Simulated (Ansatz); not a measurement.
Computed with Ansatz on PBE0-D4/def2-TZVP structures; ΔE is electronic, products minus reactants. CCSD(T)/CBS adds triple-zeta CCSD(T) − MP2 to the extrapolated MP2 energy (def2 sets, frozen cores). This one scheme is used for every species. Functionals use def2-TZVPP. B3LYP here is the variant with VWN-RPA as its local correlation; programs differ in this. One conformer a species, not always the lowest.

Consider the formal exchange of groups at the Si–S bond: `C=CS[Si](O)(O)O` + `C[SiH2]O` → `O[SiH2]C[Si](O)(O)O` + `C=CS`.

(1) Is it downhill or uphill in electronic energy at CCSD(T)/CBS, and by how much? (An estimate is asked.)

(2) What do these levels give: PBE-D4, B3LYP-D4, ωB97X-V, ωB97M-V, B2PLYP, r2SCAN, PBE0, B3LYP, HF/def2-TZVPP, SCS-MP2/def2-TZVPP, CCSD(T)/def2-TZVPP, CCSD/CBS(def2)? (An estimate is asked.)

Largest T1 diagnostic among the species: 0.012.

## Answers

(1) Ansatz gave: Uphill: ΔE = +0.34 eV.

(2) Ansatz gave: PBE-D4 0.37, B3LYP-D4 0.35, ωB97X-V 0.32, ωB97M-V 0.31, B2PLYP 0.34, r2SCAN 0.36, PBE0 0.34, B3LYP 0.33, HF/def2-TZVPP 0.35, SCS-MP2/def2-TZVPP 0.34, CCSD(T)/def2-TZVPP 0.31, CCSD/CBS(def2) 0.32 eV.
